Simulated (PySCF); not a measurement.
Gas-phase reaction: MoOF4 + 4 H + O2 ⇌ MoO3 + 4 HF, at 800 K and a standard pressure of 1 bar. Level: M06-2X/def2-TZVP†.

Energies from PySCF, thermal terms from the rigid-rotor harmonic-oscillator model, ideal gas at 1 bar. S°(298 K) at PBE0/def2-TZVP differs from the NASA 1993 table for MoO3 (+7 J/mol/K); whether the harmonic model or the table's entry is off was not settled. † marks an energy on the PBE0/def2-TZVP geometry and frequencies. Open shells (unrestricted): H (multiplicity 2), O2 (multiplicity 3); the rest are closed-shell singlets. Mo: scalar-relativistic def2 core potential, no spin-orbit coupling. The harmonic model lacks anharmonicity and excited electronic states, which grow with temperature; levels with a mode under 35 cm⁻¹ are left out. Strong static correlation: MoO3. Soft modes under 120 cm⁻¹ make the harmonic entropy rough for MoOF4.

| species | E (Ha) | H(800 K) − E (kJ/mol) | S°(800 K) (J/mol/K) |
|---|---|---|---|
| MoOF4 | -542.91581 | 113.0 | 448.6 |
| H | -0.49815 | 16.6 | 135.2 |
| O2 | -150.32713 | 34.5 | 235.2 |
| MoO3 | -293.80846 | 72.3 | 351.2 |
| HF | -100.45118 | 48.1 | 202.4 |
E: electronic energy; H − E holds the zero-point and thermal terms. 1 Ha = 2625.5 kJ/mol.

Work out ΔH°, ΔS°, ΔG° and log10 K from these numbers.

1. ΔE = 1×(-293.80846) + 4×(-100.45118) − 1×(-542.91581) − 4×(-0.49815) − 1×(-150.32713) = -0.37764 Ha = -991.5 kJ.
2. Δ(H − E) = 1×(72.3) + 4×(48.1) − 1×(113.0) − 4×(16.6) − 1×(34.5) = 50.8 kJ, so ΔH° = -940.7 kJ.
3. ΔS° = 1×(351.2) + 4×(202.4) − 1×(448.6) − 4×(135.2) − 1×(235.2) = -63.8 J/K; the number of gas molecules changes by -1.
4. ΔG° = ΔH° − TΔS° = -940.7 − 800×(-63.8)/1000 = -889.7 kJ.
5. log10 K = −ΔG°/(RT ln 10) = 58.07, with RT ln 10 = 15.32 kJ/mol; at standard pressures the products are favoured.
6. A shift of 10 kJ in ΔE would move log10 K by 0.65 here.
For scale, ΔH°(298 K) is -918 kJ at this level, -887 kJ at ωB97M-V/def2-TZVP†, and runs from -1029 to -623 kJ over the 18 levels computed.
